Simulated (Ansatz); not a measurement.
Species: BeCl2, charge 0, singlet. BeCl2 (SMILES [Cl][Be][Cl]).
B3LYP-D3(BJ)/def2-TZVP minimum from Ansatz (a first-principles code):
```
Be
Cl 1 1.8041
Cl 1 1.8041 2 180.00
```

Property: atomisation energy (electronic, to ground-state atoms), in kJ/mol. Open shells are spin-unrestricted; no spin-orbit coupling. Cores are frozen in correlated methods. No relativity. CBS(X,Y): correlation extrapolated as X^-3, Hartree-Fock from the larger set. A bracket is a step between two methods taken in the basis named. Double hybrids freeze cores in their MP2 part. Where a partner has so few electrons that a lower coupled-cluster level is exact, that level stands in. The restricted determinant of Be ([Be], singlet) is unstable towards broken spin symmetry in at least one set run.

CCSD(T)/CBS(def2-TZVPP,def2-QZVPP) + [CCSDT(Q) - CCSD(T)]/def2-TZVPP + [CCSDTQ - CCSDT(Q)]/def2-SVP (Ansatz) gives 938.5 kJ/mol.

Task: What does PBE/def2-TZVPD (Ansatz) give here, and how do the other levels compare?

Result: PBE gives 951.3 kJ/mol, 12.8 kJ/mol above it. Differences of the others: r2SCAN/def2-TZVPD (Ansatz) 25.5; B3LYP/def2-TZVPD (Ansatz) -18.0; PBE0/def2-TZVPD (Ansatz) 2.6; B2PLYP/def2-TZVPD (Ansatz) -15.5; CCSD(T)/CBS(def2-TZVPP,def2-QZVPP) (Ansatz) -0.2 kJ/mol.
